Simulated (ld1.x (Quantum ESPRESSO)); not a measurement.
# Dy, PAW: configuration errors across variants

* Element: Dy (Z = 66)
* Generator: ld1.x (Quantum ESPRESSO) 7.5
* Type: PAW
* Functional: LDA (PZ)
* Relativity: scalar-relativistic
* Frozen core: [Kr] 4d10
* Valence charge: 20
* Reference configuration: 4f9 5s2 5p6 5d0 6s0 6p0 (charge +3)
* Partial waves: 5s (bound): rcut 1.60, rcutus 1.80 bohr; 6s (bound, empty): rcut 1.60, rcutus 1.80 bohr; 5p (bound): rcut 1.85, rcutus 2.05 bohr; 6p (bound, empty): rcut 1.85, rcutus 2.05 bohr; 5d (bound, empty): rcut 1.70, rcutus 1.85 bohr; 5d channel at 2.4 Ry: rcut 1.70, rcutus 1.85 bohr; 4f (bound): rcut 1.05, rcutus 1.30 bohr; 4f channel at 1.3 Ry: rcut 1.05, rcutus 1.30 bohr
* Local potential: all-electron potential smoothed inside 1.55 bohr (lloc = -1)
* Core correction: Bessel-smoothed model core, default radius (core density twice the valence density)
* Augmentation charge: PSQ, inside the norm-conserving radii

All-electron excitation energies from the reference (eV): (1) 4f10 5s2 5p6 5d0 6s2 6p0 -44.314; (2) 4f10 5s2 5p6 5d0 6s1 6p0 -37.862; (3) 4f10 5s2 5p6 5d0 6s0 6p0 -25.985; (4) 4f10 5s1 5p6 5d0 6s2 6p0 10.628; (5) 4f8 5s2 5p6 5d0 6s0 6p0 45.046; (6) 4f10 5s2 5p6 5d0.5 6s1.5 6p0 -43.011; (7) 4f10 5s2 5p6 5d0 6s0 6p1 -34.289; (8) 4f9 5s2 5p6 5d0 6s0 6p0 spin -4.626; (9) 4f10 5s2 5p6 5d0 6s2 6p0 spin -47.042.

Spin tests fill each open shell by Hund’s rule, majority spin first.

The default core radius of the base comes out at 0.76 bohr.

The overlap operator is not positive definite (basis up to 400 Ry) in “local potential all-electron potential smoothed inside 1.70 bohr (lloc = -2)”, “local potential all-electron potential smoothed inside 2.32 bohr (lloc = -1)”. Such files are unfit for use, however small their errors in these radial tests.

1 further variants failed, have other tests or another functional or relativity, and are left out.

Errors AE − PS in meV (a dash: test not solved or not reliable):

| change | (1) | (2) | (3) | (4) | (5) | (6) | (7) | (8) | (9) | bound ghosts |
| --- | --- | --- | --- | --- | --- | --- | --- | --- | --- | --- |
| base | -13 | -23 | -42 | -69 | +105 | -16 | -40 | -11 | -21 | none |
| local potential all-electron potential smoothed inside 1.70 bohr (lloc = -2) | +4.7 | -8.5 | -32 | -101 | +71 | +0.2 | -31 | -8.8 | +0.1 | not determined (overlap not positive) |
| waves 4f (bound): rcut 1.05, rcutus 1.92 bohr; 4f channel at 1.3 Ry: rcut 1.05, rcutus 1.92 bohr | +43 | +30 | +3.0 | -57 | +66 | +37 | +4.8 | -11 | +35 | none |
| waves 5p (bound): rcut 1.54, rcutus 1.64 bohr; 6p (bound): rcut 1.54, rcutus 1.64 bohr | -48 | -58 | -75 | -96 | -7.3 | -49 | -70 | -11 | -59 | none |
| local potential all-electron potential smoothed inside 2.32 bohr (lloc = -1) | -231 | -221 | -201 | -329 | -371 | -209 | -176 | -14 | -261 | not determined (overlap not positive) |
| wave 5d channel at 2.4 Ry: rcut 1.70, rcutus 1.85 bohr becomes 5d channel at -1.69 Ry: rcut 1.70, rcutus 1.85 bohr | -13 | -23 | -42 | -69 | +105 | -16 | -40 | -11 | -21 | none |
| core correction Bessel-smoothed model core inside 1.54 bohr | -22 | -33 | -51 | -85 | +69 | -25 | -48 | +15 | -17 | none |
| waves 5d (bound): rcut 1.70, rcutus 2.50 bohr; 5d channel at 2.4 Ry: rcut 1.70, rcutus 2.50 bohr | -13 | -23 | -42 | -69 | +105 | -16 | -40 | -11 | -21 | none |
| waves 5s (bound): rcut 1.54, rcutus 1.64 bohr; 6s (bound): rcut 1.54, rcutus 1.64 bohr | -28 | -34 | -45 | -92 | +89 | -28 | -43 | -11 | -37 | none |

Q: Give the same row for: augmentation PSQ, radius 0.75 bohr.

A: -61, -70, -85, -139, -41, -61, -79, -10, -73; bound ghosts: none.
